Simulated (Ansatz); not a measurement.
`[NH2][GaH][OH]` + H–F → `[OH][GaH][F]` + NH₃  (ligand exchange at a Ga–N bond)

Gas-phase electronic energies from Ansatz, PBE0-D4/def2-TZVP geometries. CBS: MP2 limit from def2 TZ/QZ plus the TZ coupled-cluster correction, frozen cores. This one scheme is used for every species. DFT in def2-TZVPP. For Ga outer-core shells are correlated without core-valence functions, which leaves a few kJ/mol of doubt a bond. Scalar relativity is left out up to krypton. One conformer a species, not always the lowest.

```tsv
level	ΔE (kJ/mol)
r2SCAN0-D4	-51.6
CAM-B3LYP	-56.0
LC-ωPBE	-51.3
RPA@PBE/def2-TZVPP	-49.2
```

Q: What does CCSD(T)/CBS give? (An estimate is asked.)

A: Computed: -41.3 kJ/mol. The listed levels differ from it by -10.3, -14.7, -10.0, -7.9 kJ/mol.

Largest T1 diagnostic among the species: 0.015.

The D4 term adds +4.6 kJ/mol with B3LYP and +2.4 kJ/mol with PBE0; it sums over pairs of atoms, weighted by their polarisabilities, and B3LYP, whose exchange is more repulsive, gets the larger term. From PBE to PBE0 (25 % exact exchange), in def2-TZVPP and without D4, ΔE moves by +3.4 kJ/mol.

B3LYP here is the variant with VWN-RPA as its local correlation; programs differ in this.
